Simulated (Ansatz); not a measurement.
CH3AlCl, SMILES `[CH3][Al-][Cl]` (excited triplet) (charge -1, multiplicity 3). This triplet is an excited state, 1.34 eV above the relaxed singlet at the level frozen-core CCSD(T)/aug-cc-pVTZ // PBE0-D3(BJ)/def2-TZVPD (Ansatz, a first-principles code).

Method: Ansatz with PBE0/aug-cc-pVTZ // PBE0-D3(BJ)/def2-TZVPD.

Ansatz 0.2 input:
```yaml
crystal:
  periodic: [false, false, false]
  atoms:
    - { symbol: C, position_ang: [-0.705048, 0.016524, -0.014346] }
    - { symbol: Al, position_ang: [1.037924, -0.944475, -0.314051] }
    - { symbol: Cl, position_ang: [2.791715, 0.342847, 0.205323] }
    - { symbol: H, position_ang: [-0.768405, 0.916206, -0.635514] }
    - { symbol: H, position_ang: [-1.54072, -0.640512, -0.276515] }
    - { symbol: H, position_ang: [-0.815465, 0.309409, 1.035101] }
basis:
  gaussian: { orbitals: aug-cc-pVTZ }
hamiltonian:
  xc: pbe0
total_charge: -1
magnetization:
  spin_polarized: true
  initial_magnetization: 2
```

Output:

```
Functional definition: PBE0
1120 factors; their error is unknown
mean field evaluation 1: about -20195.3537 eV, gradient 2.8e1 eV
mean field evaluation 2: about -20190.8167 eV, gradient 3.8e1 eV
mean field evaluation 4: about -20199.4405 eV, gradient 1.2e0 eV
mean field evaluation 8: about -20199.4784 eV, gradient 5.3e-2 eV
mean field evaluation 16: about -20199.4784 eV, gradient 1.0e-4 eV
mean field evaluation 32: about -20198.5405 eV, gradient 7.6e0 eV
mean field -20199.47843324 eV, -742.3171407233 hartree, gradient 1.5e-5 eV, S^2 2.001765; 10 other end points of the search recorded, 0 dependent functions left out
reference -20199.47848756 eV, -742.3171427197 hartree; 21, 19 occupied and 194, 196 virtual orbitals, 1120 factors
Total energy: -20199.47848756 eV, -742.3171427197 hartree
```
